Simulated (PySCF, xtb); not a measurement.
C2H12OSi3, SMILES O(C)[Si@H](C[SiH3])[SiH3]. One conformer was computed; it need not be the lowest.

Harmonic wavenumbers (cm⁻¹) from GFN2-xTB (xtb) at its own minimum, in rising order: 33, 43, 75, 87, 99, 104, 124, 173, 217, 270, 438, 451, 472, 494, 524, 622, 676, 701, 736, 748, 783, 793, 794, 806, 809, 818, 824, 1012, 1121, 1128, 1132, 1147, 1415, 1459, 1486, 1491, 2091, 2208, 2218, 2225, 2231, 2253, 2255, 2946, 2947, 2958, 2960, 2990.

What does B3LYP-D3(BJ)/def2-SVP run with PySCF give at its own minimum? (Estimate from the structure and the level; the computed values follow.)

43, 65, 84, 94, 107, 121, 146, 183, 231, 280, 413, 474, 519, 529, 557, 692, 721, 746, 765, 807, 861, 894, 943, 944, 947, 956, 960, 1019, 1067, 1140, 1175, 1207, 1383, 1473, 1476, 1478, 2170, 2205, 2211, 2218, 2219, 2220, 2224, 2979, 3030, 3044, 3091, 3100. Paired by order, the mean absolute difference is 48 cm⁻¹ and the zero-point energies are 77.8 and 80.4 kcal/mol.
